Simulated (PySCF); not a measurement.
**Computed beside measured shifts**

System: C12H14O (measured compound), SMILES O=C(c1ccccc1)C1CCCC1.

Atom-mapped SMILES (hydrogens are numbered by the atom that bears them): [O:1]=[C:2]([c:3]1[cH:4][cH:5][cH:6][cH:7][cH:8]1)[CH:9]1[CH2:10][CH2:11][CH2:12][CH2:13]1

Level of theory: GIAO PBE0/pcSseg-1, IEF-PCM chloroform, PySCF SCF with an in-house response code, fitting set def2-universal-JFIT up to Ne and JKFIT beyond, grid level 2, non-relativistic, geometry: PBE0-D3(BJ)/def2-SVP.

One optimised conformer. Values are averaged over the atoms that symmetry or fast rotation interchanges, on this one geometry and without vibrational averaging. Shifts are the reference shielding less the shielding here, at the same level (13C, 1H against isolated TMS; 17O against isolated H2O); nuclei without a reference have shieldings only.

What shifts does this level give for C9, C10/13, C11/12, and how do they compare with measurement?


```json
{"atom": "C9", "nucleus": "13C", "computed / ppm": "45.9", "measured / ppm": "46.4", "computed less measured": "-0.5", "measured against": "TMS", "medium of the measurement": "not stated per compound (mostly CDCl3 or CCl4)"}
{"atom": "C10/13", "nucleus": "13C", "computed / ppm": "31.6", "measured / ppm": "30", "computed less measured": "1.6", "measured against": "TMS", "medium of the measurement": "not stated per compound (mostly CDCl3 or CCl4)"}
{"atom": "C11/12", "nucleus": "13C", "computed / ppm": "29.9", "measured / ppm": "26.3", "computed less measured": "3.6", "measured against": "TMS", "medium of the measurement": "not stated per compound (mostly CDCl3 or CCl4)"}
```

Measured values: Pretsch, Buehlmann, Badertscher, Structure Determination of Organic Compounds, 4th ed..
